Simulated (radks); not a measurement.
Question: Numerical settings for neutral samarium, [Xe] 4f6 6s2. Method: Dirac Kohn-Sham, PBEsol, spin-unpolarised, spherical densities, point nucleus; open shells fill j = l - 1/2 first; computed with a radial shooting solver on a logarithmic mesh with Libxc functionals. The defaults (mesh step 0.008 in ln r, mesh end at 40 bohr or more with all orbitals vanishing there, Anderson mixing 0.5 over 9 steps, residual threshold near 1e-9 with the energy settled to 1e-9 hartree or 1e-11 of itself, here a cap of 53 iterations) give E = -10430.8902 hartree and 4f5/2 at -2.601 eV in 15 iterations. Run on one thread of a shared host, so times are rough (Intel(R) Xeon(R) 6975P-C): 0.14 s of CPU time, 0.14 s wall, 15 iterations on 2728 mesh points. One setting is changed at a time: mesh step in ln r 0.08; mesh step in ln r 0.02; mesh step in ln r 0.003; mesh end (bohr) 1; mesh end (bohr) 400; residual threshold 0.001; residual threshold 1e-16; mixing 2.5; linear mixing, mixing 0.05; linear mixing, mixing 0.8; mixing history 2; iteration cap 3. Which runs fail to converge, and which converge to a wrong energy?

Answer: Not converged within the cap: mesh step in ln r 0.08; residual threshold 1e-16; linear mixing, mixing 0.05; linear mixing, mixing 0.8; iteration cap 3. Settled on a wrong energy, with an occupied level pushed above zero by the early mesh end: mesh end (bohr) 1 (+374 hartree). Apart from these: no run marked as converged misses the energy by more than 1 mhartree.
